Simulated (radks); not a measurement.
Problem. These are the eigenvalues of the occupied orbitals of an atom or ion with whole-number occupations (hartree). All-electron calculation, scalar-relativistic Kohn-Sham, r2SCAN, spin-polarised, spherical densities, finite nucleus; meta-GGA in the generalised Kohn-Sham scheme; Fermi nuclear charge, rms radius of each element as measured or else 0.836 A^(1/3) + 0.57 fm. Program: a radial shooting solver on a logarithmic mesh with Libxc functionals.

| orbital | eigenvalue |
|---|---|
| 1s | -3379.891 |
| 2s | -780.7165 |
| 2p | -703.6921 |
| 3s | -319.7537 |

Which element is it, and in what charge state? The configuration may be excited. Open shells, if any, are filled with parallel spins first.

Solution. Z = 81, thallium, charge +69: Tl69+ in [Ne] 3s2. The list shows which subshells hold electrons but not how many an open one holds; the 1s level, -3379.9 hartree, gives Z - s = 82.2 by -(Z - s)^2/2, which with screening and relativity narrows Z to a few neighbours, and the depths of the outer levels then fix element, charge and occupations together.
